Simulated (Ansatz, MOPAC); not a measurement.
Molecule: BH$_{2}$ (charge +1, singlet). SMILES of the parent species: [BH2]

Atoms: B1, H2, H3. Bonds: B1-H2, B1-H3.

Bond lengths (Å) and angles (degrees) optimised at PM3 with MOPAC; PM7 with MOPAC; HF/6-31G* with Ansatz (a first-principles code); B3LYP/6-31G* with Ansatz, each started from the B3LYP-D3(BJ)/def2-TZVP structure (Ansatz) of the last column. A row stands for all coordinates that are equal there. 6-31G* holds six Cartesian d functions.

```csv
coordinate,PM3,PM7,HF/6-31G*,B3LYP/6-31G*,B3LYP-D3(BJ)/def2-TZVP
B1-H2,1.191,1.161,1.166,1.178,1.174
H2-B1-H3,180.0,180.0,180.0,180.0,180.0
```

Mean signed difference of all 2 bond lengths from B3LYP-D3(BJ)/def2-TZVP: PM3 0.017 Å, PM7 -0.013 Å, HF/6-31G* -0.009 Å, B3LYP/6-31G* 0.003 Å.
